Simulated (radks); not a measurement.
Values are calculated unless marked as measured or tabulated.
F3+, configuration [He] 2s2 2p2. Code: a radial shooting solver on a logarithmic mesh with Libxc functionals. Model: non-relativistic Kohn-Sham, LB94 model potential, spin-polarised, spherical densities, point nucleus; open shells are filled with parallel spins first.

Normalised radial functions P(r) = r R(r), r in bohr:

r	2p up
0.01679	0.0075
0.01848	0.0090
0.0205	0.0110
0.02275	0.0134
0.02504	0.0161
0.02779	0.0196
0.03059	0.0234
0.03394	0.0284
0.03736	0.0339
0.04146	0.0411
0.04563	0.0488
0.05063	0.0588
0.05574	0.0698
0.06185	0.0837
0.06808	0.0987
0.07554	0.1177
0.08382	0.1399
0.09226	0.1637
0.1024	0.1932
0.1127	0.2243
0.125	0.2624
0.1376	0.3020
0.1527	0.3498
0.1681	0.3984
0.1865	0.4558
0.2053	0.5127
0.2278	0.5781
0.2528	0.6461
0.2783	0.7102
0.3088	0.7792
0.3399	0.8410
0.3771	0.9036
0.4151	0.9554
0.4606	1.0026
0.5071	1.0356
0.5626	1.0575
0.6193	1.0629
0.6872	1.0510
0.7564	1.0226
0.8394	0.9730
0.9314	0.9049
1.025	0.8276
1.138	0.7315
1.252	0.6353
1.389	0.5279
1.529	0.4303
1.697	0.3314
1.868	0.2499
2.073	0.1753
2.282	0.1202
2.532	0.0752
2.787	0.0459
3.092	0.0250

2p up: eigenvalue -84.880 eV, 0 radial nodes, <r> = 0.815 bohr, 90 % of the charge inside 1.35 bohr.
